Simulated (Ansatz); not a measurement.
C2H10GeSi can be A, `C[CH2][GeH2][SiH3]`, or B, `C[SiH2][GeH2][CH3]`.

Program: Ansatz. Geometries: PBE0-D4/def2-TZVP. ΔE: electronic, gas phase. CCSD(T)/CBS is the MP2 limit (def2-TZVPP, def2-QZVPP) plus CCSD(T) − MP2 in def2-TZVPP, frozen cores. DFT in def2-TZVPP. B3LYP here is the variant with VWN-RPA as its local correlation; programs differ in this. For Ge outer-core shells are correlated without core-valence functions, which leaves a few kJ/mol of doubt a bond. Scalar relativity is left out up to krypton. Each species was taken in one conformer, which may not be the lowest.

A:

```xyz
14

C     0.683    0.057   -1.785
C     1.070    0.773   -0.499
Ge   -0.401    0.869    0.804
Si   -1.101   -1.306    1.480
H    -0.154    0.553   -2.283
H     0.382   -0.977   -1.597
H     1.516    0.031   -2.493
H     1.912    0.273   -0.012
H     1.390    1.797   -0.705
H     0.043    1.673    2.044
H    -1.593    1.615    0.166
H     0.036   -2.035    2.106
H    -1.569   -2.096    0.308
H    -2.212   -1.228    2.465
```

B:

```xyz
14

C     1.0153   -1.8636   -0.4834
Si    1.1773   -0.0370   -0.8871
Ge   -0.0616    1.2930    0.6526
C    -1.9564    0.7824    0.6652
H     1.3943   -2.0734    0.5193
H     1.5787   -2.4716   -1.1947
H    -0.0303   -2.1774   -0.5230
H     0.6663    0.2221   -2.2641
H     2.6111    0.3685   -0.8604
H     0.5111    1.1173    2.0765
H     0.0584    2.7895    0.2969
H    -2.5094    1.3945    1.3783
H    -2.0639   -0.2653    0.9494
H    -2.3909    0.9210   -0.3255
```

(1) Which isomer does CCSD(T)/CBS put lower? Give the gap. (Best estimate.)

(2) Give E(B) − E(A) in kJ/mol with r2SCAN-D4, HF/def2-TZVPP, B2PLYP, PBE-D4, B3LYP, B3LYP-D4, PBE0-D4. (Best estimate.)

Largest T1 diagnostic: 0.011.

Results:

(1) Computed: B, by 46.2 kJ/mol.

(2) Ansatz gave: r2SCAN-D4 -50.5, HF/def2-TZVPP -45.1, B2PLYP -48.1, PBE-D4 -47.2, B3LYP -48.1, B3LYP-D4 -47.0, PBE0-D4 -47.6. None reverses the order clearly.
